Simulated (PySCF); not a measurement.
# Worked example: entropy of an ideal gas

Re(O)3(Me) (CH3O3Re), SMILES [O]=[Re]([CH3])(=[O])=[O], multiplicity 1.

The structure is a stationary point at PBE-D3(BJ)/def2-SVP. The multiplicity is an assumed one; other spin states were not compared. The isomer is the one that the SMILES or the coordinates give; other isomers of the formula were not compared. The def2 effective core potentials stand for the cores of Re; spin–orbit coupling is left out.

PBE-D3(BJ)/def2-SVP (PySCF) gives the harmonic wavenumbers 189, 205, 205, 258, 318, 318, 566, 707, 707, 971, 971, 994, 1178, 1351, 1351, 2972, 3089, 3089 cm⁻¹ and the rotational temperatures 0.1811, 0.1637, 0.1637 K. The molar mass is 249.24 g/mol, the symmetry number 3, the spin multiplicity 1.

Question: Work out the entropy at 298.15 K and 1 atm in the rigid-rotor, harmonic-oscillator model.

Answer: 
Translation (Sackur–Tetrode at 1 atm): S = R[1.5 ln M + 2.5 ln T − 1.16487] = 177.6 J/(mol K).
Rotation: q = (√π/σ) T^1.5/√(θA θB θC) = 43700, S = R[ln q + 3/2] = 101.3 J/(mol K).
Vibration: with u = 1.4388 ν/T, each mode gives R[u/(e^u − 1) − ln(1 − e^−u)]:
| ν (cm⁻¹) | modes | u | S (J/(mol K)) |
|---|---|---|---|
| 189 | 1 | 0.91 | 9.36 |
| 205 | 2 | 0.99 | 17.47 |
| 258 | 1 | 1.25 | 7.01 |
| 318 | 2 | 1.53 | 11.05 |
| 566 | 1 | 2.73 | 2.14 |
| 707 | 2 | 3.41 | 2.49 |
| 971 | 2 | 4.69 | 0.88 |
| 994 | 1 | 4.80 | 0.40 |
| 1178 | 1 | 5.68 | 0.19 |
| 1351 | 2 | 6.52 | 0.18 |
The stiffer modes add less than 0.005 each. Sum 51.2 J/(mol K).
Spin: R ln 1 = 0.0 J/(mol K).
Total 330.1 J/(mol K); the program's own thermochemistry gives 330.1. Translation makes up 54 % and vibration 16 %. Anharmonicity, hindered rotation and orbital degeneracy are left out.
